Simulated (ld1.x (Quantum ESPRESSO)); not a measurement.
# Before and after: PAW potential for Pt (Z = 78)

* Element: platinum
* Generator: ld1.x (Quantum ESPRESSO) 7.5
* Type: PAW
* Functional: PBEsol
* Relativity: scalar-relativistic
* Frozen core: [Xe] 4f14
* Valence charge: 10
* Reference configuration: 5d8 6s0 6p0 (charge +2)
* Partial waves: 6s (bound, empty): rcut 2.05, rcutus 2.45 bohr; 6s channel at 0.7 Ry: rcut 2.05, rcutus 2.45 bohr; 6p (bound, empty): rcut 2.30, rcutus 2.55 bohr; 6p channel at 2.25 Ry: rcut 2.30, rcutus 2.55 bohr; 5d (bound): rcut 1.80, rcutus 2.50 bohr; 5d channel at 2.4 Ry: rcut 1.80, rcutus 2.50 bohr
* Local potential: all-electron potential smoothed inside 2.30 bohr (lloc = -1)
* Core correction: a·sin(br)/r model core, default radius (ld1.x builds one for every PAW set, though the input has nlcc=.false.)
* Augmentation charge: BESSEL, radius 1.95 bohr

Change: wave 6s channel at 0.7 Ry: rcut 2.05, rcutus 2.45 bohr becomes 6s channel at -1.38 Ry: rcut 2.05, rcutus 2.45 bohr.

Cutoffs: the cutoffs (Ry, on a coarse ladder) from which the occupation-weighted sum of valence levels, in a spherical-Bessel basis at the reference potential, stays within 10 and 1 mRy of its value at 400 Ry; they do not see the model core or the augmentation charge, which bear on the density cutoff. Errors are all-electron minus pseudo energies relative to the spin-unpolarised reference configuration.

Question: Predict the effect on cutoff, ghosts and configuration errors.

Answer: The potential gets neither clearly harder nor softer (18 Ry and 30 Ry → 18 Ry and 30 Ry); the errors of the 7 common tests hardly move; the range in which the s phases agree narrows (upper end 2.3 → 1.1); neither file shows a bound ghost.

| quantity | base | changed |
| --- | --- | --- |
| cutoff, loose | 18 Ry | 18 Ry |
| cutoff, tight | 30 Ry | 30 Ry |
| bound ghosts | none | none |
| error for 5d9 6s1 6p0, meV [ΔE -29.22 eV] | -43 | -45 |
| error for 5d9 6s0 6p0, meV [ΔE -20.00 eV] | -26 | -26 |
| error for 5d7 6s0 6p0, meV [ΔE 32.25 eV] | -65 | -65 |
| error for 5d8 6s1 6p0, meV [ΔE -18.02 eV] | -2.5 | -2.7 |
| error for 5d8 6s1 6p1, meV [ΔE -22.59 eV] | +6.4 | +5.8 |
| error for 5d9 6s0 6p1, meV [ΔE -24.09 eV] | -4.4 | -4.4 |
| error for 5d10 6s0 6p0, meV [ΔE -29.23 eV] | -82 | -82 |
| s: phases at 2.75 bohr within 0.05 rad from the reference energy up to (Ry; the scan ends near 5) | 2.3 | 1.1 |
| p: phases at 2.75 bohr within 0.05 rad from the reference energy up to (Ry; the scan ends near 5) | 0.2 | 0.2 |
| d: phases at 2.75 bohr within 0.05 rad from the reference energy up to (Ry; the scan ends near 5) | 0.2 | 0.2 |
| lowest overlap eigenvalue by channel | s 0.46, p 0.11, d 0.76 | s 0.35, p 0.11, d 0.76 |
